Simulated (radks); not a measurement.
Fractional charge and spin in the 6s shell of lanthanum: the spin-up occupation runs from 0 to 1 and the spin-down occupation from 0 to 1; the fullest corner is La, [Xe] 5d(up 0.5, down 0.5) 6s(up 1, down 1). Method: scalar-relativistic Kohn-Sham, BLYP, spin-polarised, spherical densities, point nucleus; computed with a radial shooting solver on a logarithmic mesh with Libxc functionals. Energy (eV) above the fullest corner. The planes named below are the two flat planes that join the four corners, with an edge along up + down = one added electron.

\begin{tabular}{lrrrrr}
down \ up & 0 & 0.25 & 0.5 & 0.75 & 1 \\ \hline
0 & 16.831 & 13.580 & 10.655 & 8.049 & 5.759 \\
0.25 & 13.580 & 10.683 & 8.106 & 5.842 & 3.886 \\
0.5 & 10.655 & 8.106 & 5.870 & 3.940 & 2.308 \\
0.75 & 8.049 & 5.842 & 3.940 & 2.333 & 1.015 \\
1 & 5.759 & 3.886 & 2.308 & 1.015 & 0.000 \\
\end{tabular}

Corners above the fullest one (they belong to La+ and the next ion): (up 1, down 0) 5.759 eV, (up 0, down 1) 5.759 eV, (up 0, down 0) 16.831 eV. With half an added electron in each spin the energy lies 0.111 eV from the planes, and with half an added electron in spin up alone -0.641 eV. The planes are only a guide here: the flat-plane condition holds for ground states with one frontier orbital, while this shell lies below other occupied shells, so the corners above the fullest one are inner-hole states and not the ground states of those ions.
